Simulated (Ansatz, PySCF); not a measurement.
Gas-phase reaction in SMILES: FC(F)Cl + 2 C (CH4) → CCl (CH3Cl) [chloromethane] + 2 CF (CH3F)
Geometries: B3LYP-D3(BJ)/def2-TZVP minima from Ansatz (a program for electronic structure). Frequencies are from Ansatz or PySCF.

Property: bond separation energy (enthalpy at 298 K, with B3LYP-D3(BJ) rigid-rotor harmonic-oscillator terms), in kcal/mol. Correlated levels leave the core frozen unless marked. Spin-orbit coupling is left out. Non-relativistic. CBS marks a two-point X^-3 extrapolation of the correlation energy; Hartree-Fock from the larger set. The bracket is a focal-point correction in the basis named.

| level | program | bond separation energy (kcal/mol) |
|---|---|---|
| HF/cc-pV(Q+d)Z | Ansatz | 14.6 |

Problem. What does RI-MP2/CBS(aug-cc-pV(T+d)Z,aug-cc-pV(Q+d)Z)+[CCSD(T)-MP2]/aug-cc-pV(T+d)Z (Ansatz) give?

Solution. 18.2 kcal/mol
